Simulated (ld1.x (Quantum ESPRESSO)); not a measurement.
## W, PAW: configuration errors across variants

W (Z = 74), PAW, made with ld1.x (Quantum ESPRESSO) 7.5 (PBEsol, scalar-relativistic). Core [Kr] 4d10 4f14 5s2, reference 5p6 5d4 6s1 6p0 (charge +1). Waves: 6s (bound): rcut 2.25, rcutus 2.45 bohr; 6s channel at 1.25 Ry: rcut 2.25, rcutus 2.45 bohr; 5p (bound): rcut 1.70, rcutus 1.85 bohr; 6p (bound, empty): rcut 1.70, rcutus 1.85 bohr; 5d (bound): rcut 2.45, rcutus 2.75 bohr; 5d channel at 3.65 Ry: rcut 2.45, rcutus 2.75 bohr. Local part: all-electron potential smoothed inside 2.45 bohr (lloc = -1). Core correction: a·sin(br)/r model core, default radius (core density twice the valence density). Augmentation charge: BESSEL, radius 1.35 bohr.

All-electron excitation energies from the reference (eV): (1) 5p6 5d4 6s2 6p0 -8.925; (2) 5p6 5d4 6s0 6p0 15.695; (3) 5p6 5d3 6s0 6p0 41.099; (4) 5p6 5d4 6s0 6p2 0.414; (5) 5p6 5d5 6s0 6p0 0.799; (6) 5p6 5d4 6s0 6p1 5.510; (7) 5p6 5d4 6s1.5 6p0 -5.273.

2 further variants failed, have other tests or too few solved ones, and are left out.

Errors AE − PS in meV (a dash: test not solved or not reliable):

```tsv
change	(1)	(2)	(3)	(4)	(5)	(6)	(7)	bound ghosts
base	+3.3	-4.5	-16	+0.9	-3.2	-1.0	+1.9	none
all radii but the core radius scaled by about 1.14 (s 2.80, p 2.12, d 3.14 bohr, rcut 2.58/1.94/2.80); local potential all-electron potential smoothed inside 2.80 bohr (lloc = -1); augmentation BESSEL, radius 1.54 bohr	–	–	–	–	–	–	–	none
all radii but the core radius scaled by about 1.28 (s 3.12, p 2.36, d 3.52 bohr, rcut 2.88/2.18/3.12); local potential all-electron potential smoothed inside 3.12 bohr (lloc = -1); augmentation BESSEL, radius 1.72 bohr	–	–	–	–	–	–	–	none
```

Give the same row for: all radii but the core radius scaled by about 1.39 (s 3.40, p 2.56, d 3.82 bohr, rcut 3.12/2.36/3.40); local potential all-electron potential smoothed inside 3.40 bohr (lloc = -1); augmentation BESSEL, radius 1.88 bohr.

-34, -96, -579, +4.7, -59, -9.0, -11; bound ghosts: none.
